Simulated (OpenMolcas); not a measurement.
# Ions of charge +2 along the 3d row on the Y site of Cs2NaYCl6

```yaml
Program: OpenMolcas
Method: SS-CASPT2, IPEA 0.25 Eh, imaginary shift 0.1 Eh
Spin-orbit_coupling: state interaction with AMFI integrals over the reference wave functions
```

The d shell is active; CASPT2 correlates the ligand valence shells and the outer metal core. Each dopant is a cluster with its nearest anions in model potentials and point charges, with no relaxation and no local charge compensation. Distances were set from a Shannon-type radius of the metal (high-spin where two are listed) plus a fixed donor radius (Cl 1.76 Å), in hosts weighted 0.65 to 0.35 with the host's distance in the model lattice. Ligand basis ANO-RCC-VDZP, DKH2 Hamiltonian. States (labels of O, the rotations of Oh). Energies in cm-1 above the lowest state or level, χT in cm3 K/mol; under a threefold ground state the first gap can be a small split of the lowest multiplet, not the spin-orbit step; 10Dq and B are least-squares fits to the states below 45000 cm-1, weighted by degeneracy, with a free offset, and given where the rms deviation is under 5 % of |10Dq| (or 100 cm-1) and under 700 cm-1. Spin-only χT is S(S+1) / 2 for the spin of the ground state.

```
 Ion  Shell  R (Å)   Metal basis  Ground state  First state of that spin  10Dq  B (rms of fit)  First gap with spin-orbit (degeneracies)  χT at 300 K  First state of another spin  Spin-only χT
Ti2+    3d2   2.62  ANO-RCC-VTZP           3T1                  3T2 7590  8724       637 (320)                                  3 (2, 3)        1.114                     1T2 8100         1.000
 V2+    3d3  2.574  ANO-RCC-VTZP           4A2                  4T2 7000                                                     6930 (4, 2)        1.846                     2E 11790         1.875
Cr2+    3d4  2.581  ANO-RCC-VTZP            5E                  5T2 6350                                                        6 (1, 3)        2.944                    3T1 12400         3.000
Mn2+    3d5    2.6  ANO-RCC-VTZP           6A1                                                                              23320 (6, 2)        4.386                    4T1 23370         4.375
Fe2+    3d6  2.568  ANO-RCC-VTZP           5T2                   5E 5320                                                      190 (3, 2)        4.155                    3T1 16010         3.000
Co2+    3d7  2.545  ANO-RCC-VTZP           4T1                  4T2 4930                                                      360 (2, 4)        3.707                     2E 13270         1.875
Ni2+    3d8  2.509  ANO-RCC-VTZP           3A2                  3T2 5200                                                     4860 (3, 2)        1.576                     1E 12140         1.000
Cu2+    3d9  2.535  ANO-RCC-VTZP            2E                  2T2 4820  4818                                               4190 (4, 2)        0.669                                      0.375
```

Every ion keeps the highest spin of its shell. χT departs most from the spin-only value for Co2+, by +1.832 cm3 K/mol.

Roots that are degenerate in the reference are averaged as groups; the widest CASPT2 spread within a group is 610 cm-1 (the 3-fold group of multiplicity 4 near 7000 cm-1 above the lowest state of its run, V2+). Shifts and gaps below about the spread of the groups concerned are not significant. Over all roots computed the reference weight is 0.67 to 0.69 in Ti2+, 0.67 to 0.68 in V2+, 0.66 to 0.68 in Cr2+, 0.66 to 0.68 in Mn2+, 0.66 to 0.68 in Fe2+, 0.66 to 0.68 in Co2+, 0.67 to 0.68 in Ni2+; a low but even weight reflects the number of correlated electrons. Ligand-to-metal charge-transfer states are missing. Free-ion shares, where given, are those of the reference states; single-state CASPT2 does not remix them. An orbital triplet at a regular site is open to Jahn-Teller coupling, which can distort the site and quench the lowest spin-orbit gaps and is left out (holds for Ti2+; Fe2+; Co2+). With no ligand orbital active B as a rule stays too high, so bands that hang on it stand too high and its fall with covalency is understated (holds for Ti2+; V2+; Cr2+; Mn2+). With one d shell and no ligand orbital active, 10Dq can be off by tens of per cent for divalent 3d ions, low with halides held by bare charges and at times high in hosts (holds for Ti2+; V2+; Cr2+; Mn2+; Fe2+; Co2+). These CASPT2 states fit no ligand-field parameters well, so their order and spin gaps are uncertain (holds for V2+; Cr2+; Mn2+; Fe2+; Co2+; Ni2+). An orbital doublet at a regular site is open to a Jahn-Teller distortion, which this geometry leaves out (holds for Cr2+; Cu2+). A single d shell leaves out the double-shell effect, which counts most for late 3d ions, where the CASPT2 field can be off either way by tens of per cent (holds for Fe2+; Co2+; Ni2+; Cu2+). For late 3d ions with one d shell CASPT2 can put B and the spin-flip bands somewhat low as well as high (holds for Fe2+; Co2+; Ni2+). With one d shell and no ligand orbital active, 10Dq can be off by tens of per cent for divalent 3d ions, low with halides held by bare charges and at times high in hosts, and the orbital part of g and χT goes as 1/10Dq (holds for Ni2+; Cu2+). No measured value stands beside these numbers; the geometry was set by hand and not optimised.
